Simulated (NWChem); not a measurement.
## Atomisation of HCl2Ge

```xyz
4

Cl    -0.5506    -0.3191     1.7539
Ge     0.5255     0.3509     0.0000
Cl    -0.5506    -0.3191    -1.7539
H      1.9033    -0.3765     0.0000
```
Charge 0, spin multiplicity 2.

The numbers come from NWChem runs, not from measurements. All single points use one geometry, from UPBE0/def2-SVP, a minimum by its harmonic frequencies.

Basis set: def2-TZVP. The atomisation energy is electronic alone: no zero-point, thermal, spin-orbit or counterpoise terms. No value is extrapolated to the basis-set limit. Free atoms are single determinants with multiplicities Cl 2, Ge 3, H 2.

The Hamiltonian is non-relativistic. B3LYP has NWChem's definition, with VWN1-RPA local correlation. The structure started from a generated list of species. The unpaired electrons of the parent sit in orbitals of symmetry a' (Cs labels of the run); other states weren't searched. The stability of the SCF solutions was not checked. Open-shell Hartree-Fock references start from PBE0 orbitals.

### Question
One of these methods gave an atomisation energy of 234.1 kcal/mol. Which?
A. LC-wPBE (omega 0.3 per bohr)
B. HF
C. PBE
D. B3LYP

### Answer
C, PBE. The others give 227.4 (LC-wPBE (omega 0.3 per bohr)), 222.8 (B3LYP), 164.5 (HF).
